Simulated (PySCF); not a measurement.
Structure problem from calculated spectra and properties.

Formula: C7H12FP.

* UV, first state: lowest singlet excitation: 4.66 eV (266 nm, f = 0.482) [TDDFT CAM-B3LYP/def2-SVPD]
* Valence photoelectron: vertical ionisation energy: 8.11 eV [ΔSCF CAM-B3LYP/def2-SVPD]
* 1H NMR: chemical shifts (computed TMS as zero) by class: 6.47 (1 H), 6.38 (1 H), 3.05 (1 H), 2.10 (3 H), 1.17 (6 H) ppm [GIAO HF/pcSseg-1]
* Rotational structure: rotational constants A, B, C: 2.663, 0.670, 0.608 GHz [PBE0-D3(BJ)/def2-SVP]
* 13C NMR: chemical shifts (computed TMS as zero) by class: 244.8 (1 C), 153.9 (1 C), 132.5 (1 C), 31.0 (1 C), 20.3 (2 C), 16.5 (1 C) ppm [GIAO HF/pcSseg-1]
* Dipole: 2.54 D [CAM-B3LYP/def2-SVPD]

Gas-phase values; electronic properties from PySCF, density fitting. Levels stand in brackets. NMR shifts are as computed; neighbouring signals can stand in another order in a measured spectrum. One conformer (not necessarily the lowest) at the PBE0-D3(BJ)/def2-SVP geometry, without solvent, vibrations or thermal averaging. NMR classes are plain means over equivalent atoms (diastereotopic ones count apart unless rotation or inversion swaps them), as if these changed places fast.

Question: Propose a structure and show how it fits.

Answer: Numbering: `[CH3:1]/[CH:2]=[CH:3]\[P:4]=[C:5](\[F:6])[CH:7]([CH3:8])[CH3:9]`. 7 carbons fall into 6 classes; from least to most shielded: carbon bonded to C, F and P [C5] (244.8 ppm), alkene CH carbon [C2] (153.9 ppm), alkene CH carbon [C3] (132.5 ppm), sp3 CH carbon [C7] (31.0 ppm), methyl carbon [C8/C9] (20.3 ppm, 2 C), allylic carbon [C1] (16.5 ppm). Hydrogen classes from least to most shielded: 1 H on an alkene CH carbon, C2 (6.47 ppm), 1 H on an alkene CH carbon, C3 (6.38 ppm), 1 H on an sp3 CH carbon, C7 (3.05 ppm), 3 H on an allylic carbon, C1 (2.10 ppm, a mean of values up to 0.9 ppm apart in this geometry), 6 H on 2 methyl carbons, C8/C9 (1.17 ppm). S1 is mainly HOMO→LUMO (weight 0.96); the largest Löwdin shares of the orbital it empties are 0.27 on the carbon bonded to C, F and P, 0.24 on the phosphorus bonded to 2 C, 0.14 on an alkene CH carbon and 0.13 on an alkene CH carbon, of the orbital it fills 0.29 on the carbon bonded to C, F and P, 0.27 on the phosphorus bonded to 2 C, 0.13 on an alkene CH carbon and 0.10 on an alkene CH carbon. By its constants the optimised geometry is an asymmetric top. Structure: `C/C=C\P=C(\F)C(C)C`. Computed isomers that give other values at the same levels: `C=CC/P=C(\F)C(C)C` (13C chemical shifts (computed TMS as zero) by class: 246.1 (1 C), 144.4 (1 C), 122.9 (1 C), 34.4 (1 C), 23.6 (1 C), 19.7 (2 C) ppm); `CC(C)P1CC=C(F)C1` (rotational constant A: 2.289 GHz; this holds for the one conformer computed). The assignments are read from this structure; whether some other isomer fits the data as well wasn't checked.

Shape of the structure used: `[CH3:1]/[CH:2]=[CH:3]\[P:4]=[C:5](\[F:6])[CH:7]([CH3:8])[CH3:9]`: C2–C3–P4–C5 179°, P4–C5–C7–C8 -120°.
